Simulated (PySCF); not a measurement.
## Relaxation of singlet TaOBr₃

These are results of PBE in PySCF with Ta def2-SVP with ECP60, O def2-SVP, Br def2-SVP; scalar-relativistic core potentials, no spin–orbit coupling; density-fitted integrals, not measurements. A (50,194) grid was used.

A hand-made see-saw (ligand arrangement 1) start, of Cs symmetry, held to at least that symmetry:

```xyz
5
charge 0 multiplicity 1, angstrom
Ta   -0.3196    0.0000   -0.4153
O    -1.7617    0.0000    0.7114
Br   -0.3196    2.5901   -0.1887
Br   -0.3196   -2.5901   -0.1887
Br    1.7292    0.0000    1.1854
```

Task: What does it relax to?

Result: It ends at C3v with Ta–Br 2.452 Å (×3), Ta–O 1.723 Å; Br–Ta–Br 112.1° (×3), Br–Ta–O 106.7° (×3) (after a last refinement on a finer grid). The frequency run here used a shortcut that can spoil soft modes, so no verdict on minimum or saddle point is given.

Task: How much energy is released, and in how many steps?

Result: 245.1 kJ/mol in 12 steps.

Spin–orbit coupling, left out here, can matter for elements this heavy.
